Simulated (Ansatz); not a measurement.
```yaml
crystal:
  periodic: [false, false, false]
  atoms:
    - {symbol: C, position_ang: [-0.460070, -1.362380, -0.089127]}
    - {symbol: C, position_ang: [0.353037, -0.217869, -0.101443]}
    - {symbol: C, position_ang: [1.687294, -0.603482, 0.127216]}
    - {symbol: C, position_ang: [0.267090, 0.402164, -1.358147]}
    - {symbol: C, position_ang: [-0.047901, 0.675097, 0.910385]}
    - {symbol: In, position_ang: [-1.907135, 1.388178, 0.840802]}
    - {symbol: H, position_ang: [-0.427389, -1.817514, 0.808070]}
    - {symbol: H, position_ang: [-0.159546, -2.027470, -0.781704]}
    - {symbol: H, position_ang: [-1.419470, -1.130716, -0.288861]}
    - {symbol: H, position_ang: [2.298218, 0.195788, 0.120293]}
    - {symbol: H, position_ang: [2.008089, -1.244665, -0.579638]}
    - {symbol: H, position_ang: [1.781988, -1.055459, 1.020996]}
    - {symbol: H, position_ang: [0.830957, 1.235446, -1.387696]}
    - {symbol: H, position_ang: [-0.682455, 0.657892, -1.574918]}
    - {symbol: H, position_ang: [0.588522, -0.211800, -2.087570]}
    - {symbol: H, position_ang: [0.054175, 0.243220, 1.816789]}
    - {symbol: H, position_ang: [0.561724, 1.479205, 0.926995]}
    - {symbol: H, position_ang: [-2.946078, 0.995815, -0.302642]}
    - {symbol: H, position_ang: [-2.381061, 2.398550, 1.980210]}
basis:
  gaussian: {orbitals: x2c-TZVPPall, nuclear_model: gaussian}
magnetization: {spin_polarized: true, initial_magnetization: 0}
hamiltonian: {xc: {name: PBE0}}
output: {forces: true}
```

```sh
$ ansatz run in.yaml --threads 4 --pin off --events-out ev --progress --plain --max-ram 11315MiB
```

Shortened log:

```
Functional definition: PBE0
2349 factors; their error is unknown
mean field evaluation 1: about -165387.9419 eV, gradient 6.9e1 eV
mean field evaluation 2: about -165303.0062 eV, gradient 1.3e2 eV
mean field evaluation 4: about -165409.1337 eV, gradient 5.7e0 eV
mean field evaluation 8: about -165409.2981 eV, gradient 4.1e-1 eV
mean field evaluation 16: about -165409.6640 eV, gradient 5.4e-3 eV
mean field -165409.66404796 eV, -6078.6930350652 hartree, gradient 3.9e-5 eV, S^2 0.000000; 0 other end points of the search recorded, 0 dependent functions left out
reference -165409.66409056 eV, -6078.6930366310 hartree; 46, 46 occupied and 351, 351 virtual orbitals, 2349 factors
Total energy: -165409.66409056 eV, -6078.6930366310 hartree
Relativity: scalar
Atom 0 at    -0.460070    -1.362380    -0.089127 Å, force    -0.573621    -0.838058     0.005531 eV/Å
Atom 1 at     0.353037    -0.217869    -0.101443 Å, force     0.023721     0.036288     0.064827 eV/Å
Atom 2 at     1.687294    -0.603482     0.127216 Å, force     0.934554    -0.310891     0.101512 eV/Å
Atom 3 at     0.267090     0.402164    -1.358147 Å, force    -0.047042     0.440595    -0.914857 eV/Å
Atom 4 at    -0.047901     0.675097     0.910385 Å, force    -1.279676     0.771303     0.341294 eV/Å
Atom 5 at    -1.907135     1.388178     0.840802 Å, force    -0.973945     0.437834     0.051116 eV/Å
Atom 6 at    -0.427389    -1.817514     0.808070 Å, force     0.045328    -1.803254     3.307618 eV/Å
Atom 7 at    -0.159546    -2.027470    -0.781704 Å, force     1.017580    -2.577186    -2.556437 eV/Å
Atom 8 at    -1.419470    -1.130716    -0.288861 Å, force    -3.592641     0.704821    -0.743571 eV/Å
Atom 9 at     2.298218     0.195788     0.120293 Å, force     2.392909     2.911158    -0.001723 eV/Å
Atom 10 at     2.008089    -1.244665    -0.579638 Å, force     1.331917    -2.399909    -2.571155 eV/Å
Atom 11 at     1.781988    -1.055459     1.020996 Å, force     0.488129    -1.708819     3.323492 eV/Å
Atom 12 at     0.830957     1.235446    -1.387696 Å, force     2.079837     3.131896    -0.242141 eV/Å
Atom 13 at    -0.682455     0.657892    -1.574918 Å, force    -3.474416     0.991278    -0.948098 eV/Å
Atom 14 at     0.588522    -0.211800    -2.087570 Å, force     1.172766    -2.199135    -2.828466 eV/Å
Atom 15 at     0.054175     0.243220     1.816789 Å, force     0.413255    -1.468032     3.390788 eV/Å
Atom 16 at     0.561724     1.479205     0.926995 Å, force     2.234106     2.965649     0.199957 eV/Å
Atom 17 at    -2.946078     0.995815    -0.302642 Å, force    -1.491811    -0.523395    -1.586075 eV/Å
Atom 18 at    -2.381061     2.398550     1.980210 Å, force    -0.700952     1.437856     1.606387 eV/Å
Dipole moment:     0.211091    -0.099006    -0.017219 e Å
```

Run time 10 s (4 threads of an AMD EPYC 9R45 on a shared host); peak host memory 2.6 GiB.
